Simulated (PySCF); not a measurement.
Assigning NMR signals

Geometry:
```tsv
atom	x (Å)	y (Å)	z (Å)
C1	-3.252	2.011	0.715
C2	-2.506	1.144	0.343
Si3	-1.360	-0.198	-0.223
C4	-2.334	-1.744	-0.740
C5	0.200	-0.446	0.858
C6	1.106	-0.182	-0.362
O7	2.134	0.731	-0.133
Si8	3.438	0.636	0.811
C9	0.070	0.361	-1.365
H10	-3.904	2.770	1.038
H11	-3.006	-1.517	-1.562
H12	-1.672	-2.543	-1.059
H13	-2.937	-2.115	0.083
H14	0.386	-1.398	1.347
H15	0.337	0.342	1.596
H16	1.540	-1.124	-0.723
H17	3.095	0.477	2.229
H18	4.039	1.927	0.515
H19	4.287	-0.502	0.439
H20	0.166	1.441	-1.442
H21	0.164	-0.056	-2.365
```

[PySCF: shielding tensors at PBE0/pcSseg-1 (GIAO); GFN2-xTB structure; fast rotation and ring inversion assumed for equivalent nuclei; a single conformation; in vacuum; non-relativistic Hamiltonian]

References, each an isolated molecule treated in the same way: TMS for 13C and 1H.

(1) Assign these signals to the numbered atoms. 13C{1H} NMR (computed): δ 104.1, 91.3, 68.6, 31.0, -0.2.

(2) Assign these signals to the numbered atoms. 1H NMR (400 MHz, computed): δ 4.83 (s, 3H), 4.32 (m, 1H), 2.09 (s, 1H), 1.95 (m, 2H), 1.92 (m, 2H), 0.42 (s, 3H).

## Answers

(1) 
```tsv
δ (ppm)	atoms	environment	reason
104.1	C1	terminal alkyne carbon	the triple bond shields along its axis, which puts it between sp3 and sp2 carbons
91.3	C2	alkyne carbon	the triple bond shields along its axis, which puts it between sp3 and sp2 carbons
68.6	C6	sp3 CH bonded to O	deshielded by the electronegative neighbour
31.0	C5/C9	sp3 CH2 bonded to Si	–
-0.2	C4	methyl carbon bonded to Si	an electropositive neighbour leaves it electron-rich and shielded
```

(2) 
```tsv
δ (ppm)	atoms	environment	reason
4.83	H17/H18/H19	hydrogen on a silicon bonded to O	–
4.32	H16	hydrogen on an sp3 CH bonded to O	its carbon carries O, an electronegative neighbour
2.09	H10	hydrogen on a terminal alkyne carbon	it lies on the axis of the triple bond, in its shielding cone
1.95	H14/H21	hydrogen on an sp3 CH2 bonded to Si	–
1.92	H15/H20	hydrogen on an sp3 CH2 bonded to Si	–
0.42	H11/H12/H13	hydrogen on a methyl carbon bonded to Si	an electropositive neighbour shields it, as in TMS itself
```

H14/H21 and H15/H20 lie closer than the usual error of such a calculation, so a measured spectrum could show them in the other order.

Shifts are as computed. Against solution values, carbons near 30 ppm lie about +3 ppm off and those near 130 ppm about +5 ppm. Of 1211 compounds with measured shifts, 218 miss one by over three times the rms of a fit or turn the order of signals round; such compounds aren't used in these exercises. Multiplicities follow the n + 1 count of equivalent neighbours, as no J values were calculated; m marks all less simple cases, F and P coupling included.
